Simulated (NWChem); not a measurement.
System: NiF2, triplet; SMILES [Ni]([F])[F]

Program: NWChem. Pople sets run with spherical d functions. Spin-unrestricted. Medium grid unless said otherwise, to which SCAN and Minnesota functionals are sensitive. Geometry: optimised at PBE-D3(BJ)/def2-SVP, spin-unrestricted. The spin multiplicity was typed, not searched, and may not be the lowest. No stability test was run on the SCF state.

For level r2SCAN/6-31G*:

```
Property                                                     Value
-----------------------------------------------------------  -----
highest occupied level (eV)                                  -6.60
lowest empty minus highest occupied level, either spin (eV)   1.73
```

Q: How do the values read with level M06-L/6-31G* instead?

A: The highest occupied level (eV) comes out as -6.21 and the lowest empty minus highest occupied level, either spin (eV) is 1.52.
